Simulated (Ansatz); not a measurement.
Species: C₂H₉Si₂, net charge 0, doublet state. It need not be the lowest isomer of its formula. 
Structure (B3LYP-D3(BJ)/def2-TZVP (Ansatz, a quantum-chemistry and plane-wave program) minimum search):
```
Si
H 1 1.4877
C 1 1.8375 2 109.46
H 3 1.0842 1 122.79 2 -32.52
H 3 1.0849 4 114.52 1 174.30
C 1 1.8811 2 110.35 3 123.24
H 6 1.0914 1 110.94 2 60.10
H 6 1.0915 7 108.21 1 121.81
H 6 1.0918 7 107.94 8 116.81
Si 1 2.3579 2 107.37 3 -117.45
H 10 1.4842 1 110.99 2 60.21
H 10 1.4855 11 108.23 1 -120.88
H 10 1.4867 11 108.26 12 -116.81
```
Charge 0, spin multiplicity 2.

Computed values are from Ansatz. Valence correlation only, unless marked. UHF or UKS for open shells. Spin-orbit coupling is left out. Non-relativistic. CBS(X,Y): correlation extrapolated as X^-3; Hartree-Fock from the larger set.

**Question.** What is the T1 diagnostic at CCSD/cc-pV(Q+d)Z?

**Answer.** 0.014.

**Question.** What is the total energy at CCSD(T)/CBS(cc-pV(T+d)Z,cc-pV(Q+d)Z)?

**Answer.** -659.6095 Eh.

**Question.** What is the atomisation energy De at CCSD(T)/CBS(cc-pV(T+d)Z,cc-pV(Q+d)Z)?

**Answer.** 4337.0 kJ/mol.

**Question.** What is the dipole moment at CCSD(T)/aug-cc-pV(D+d)Z?

**Answer.** 0.93 D.
